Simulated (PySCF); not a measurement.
# UHF on Ni⁻ (nickel, charge -1)

Configuration: [Ar] 3d9 4s2, 2D determinant. All numbers are calculated (PySCF 2.14, no relativity, point nucleus, in dyall-av2z (16s12p7d2f, 101 functions)).

```json
{"Total energy": "-1506.803072 hartree", "One-electron energy": "-2104.4246 hartree", "Hartree (Coulomb) energy": "659.5512 hartree", "Exchange energy": "-61.9297 hartree", "Kinetic energy": "1506.79650 hartree", "⟨S²⟩": "0.8004", "⟨L²⟩": "6.022", "Sum of ⟨r⟩": "27.29 bohr", "Sum of ⟨r²⟩": "80.25 bohr²", "Traceless quadrupole moment −½Σ⟨3z² − r²⟩ along its main axis": "-0.240 e·bohr²", "Density at the nucleus (Gaussians lack the cusp)": "14800 bohr⁻³", "Spin density at the nucleus": "0.494 bohr⁻³", "Langevin diamagnetic susceptibility": "-63.6 ×10⁻⁶ cm³/mol"}
```

```
shell  electrons  mean orbital energy (hartree)  spread (hartree)  rms radius, mean of both spins (bohr)
 1s α          1                     -305.21266                 0                                 0.0635
 1s β          1                     -305.21227                 0                                 0.0635
 2s α          1                      -37.50692                 0                                  0.268
 2s β          1                      -37.46986                 0                                  0.268
 2p α          3                      -32.53423           0.03648                                  0.239
 2p β          3                      -32.49905           0.00071                                  0.239
 3s α          1                       -4.52021                 0                                  0.809
 3s β          1                       -4.42015                 0                                  0.809
 3p α          3                       -2.93497           0.07947                                  0.861
 3p β          3                       -2.81646           0.05167                                  0.861
 3d α          5                       -0.29791           0.09625                                   1.24
 3d β          4                       -0.23797           0.07670                                   1.24
 4s α          1                       -0.03449                 0                                   5.49
 4s β          1                       -0.00946                 0                                   5.49
```

The outer electron is barely bound at this level, so radii and moments hang on the diffuse functions.

Spin-orbit constants ζ (cm⁻¹) from the X2C one-electron operator on these orbitals (non-relativistic here): bare nucleus, nucleus screened by l(l+1)(2l+1)/3 electrons, and screened by the Breit-Pauli mean field of the electrons.

```json
{"shell": "2p", "bare": "93960", "screened nucleus": "87250", "mean field": "84100"}
{"shell": "3p", "bare": "11320", "screened nucleus": "10520", "mean field": "10060"}
{"shell": "3d", "bare": "1073", "screened nucleus": "689.6", "mean field": "622.6"}
```

To first order the Landé constant is A = -622.6 cm⁻¹, so the lowest level has J = 5/2 and lies 0.0772 eV below the centre of the term.
